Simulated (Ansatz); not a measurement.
Na4Li3⁻. Charge -1, multiplicity 3. Geometry PBE/def2-SVPD, that of the charge -1 singlet.

```
atom   x (Å)   y (Å)   z (Å)
 Li1   0.234   0.346  -2.469
 Li2   1.653  -1.034  -0.302
 Li3   0.715   1.840   0.010
 Na4  -2.408   1.405  -0.616
 Na5  -1.142  -2.389  -1.049
 Na6   2.086   0.414   2.560
 Na7  -1.139  -0.582   1.865
```

At PBE/def2-TZVPD, r2SCAN/def2-TZVPD, PBE0/def2-TZVPD the highest occupied level of the charge -1 triplet lies above zero (up to 0.44 eV). By energy differences its removal costs 0.72 eV (vertical, to the charge 0 doublet, at PBE/def2-TZVPD); a positive level beside a positive removal energy at the same level points to self-interaction error. At r2SCAN/def2-TZVPD the charge -1 triplet is spin-contaminated (final ⟨S²⟩ up to 2.18, 2.00 for a pure state). At PBE0/def2-TZVPD a singlet of charge -1 lies 0.58 eV below the triplet at the same geometry. The structure comes from a short search, and lower isomers may exist.

Task: Estimate the α-spin orbital energies around the gap (eV) in Ansatz with PBE/def2-TZVPD, r2SCAN/def2-TZVPD, PBE0/def2-TZVPD.

Result: 
| orbital | PBE/def2-TZVPD | r2SCAN/def2-TZVPD | PBE0/def2-TZVPD |
| --- | --- | --- | --- |
| HOMO−5 | -24.93 | -26.05 | -28.32 |
| HOMO−4 | -2.01 | -2.22 | -2.89 |
| HOMO−3 | -0.68 | -0.87 | -1.17 |
| HOMO−2 | -0.62 | -0.64 | -1.12 |
| HOMO−1 | -0.30 | -0.33 | -0.70 |
| HOMO | 0.44 | 0.34 | 0.11 |
| LUMO | 0.73 | 0.77 | 1.11 |
| LUMO+1 | 0.80 | 0.82 | 1.17 |
| LUMO+2 | 0.90 | 0.91 | 1.26 |
| LUMO+3 | 0.97 | 1.08 | 1.33 |
| LUMO+4 | 1.06 | 1.19 | 1.40 |
| LUMO+5 | 1.22 | 1.36 | 1.50 |
| β HOMO | -0.22 | -0.27 | -0.63 |
| β LUMO | -0.05 | 0.23 | 0.42 |
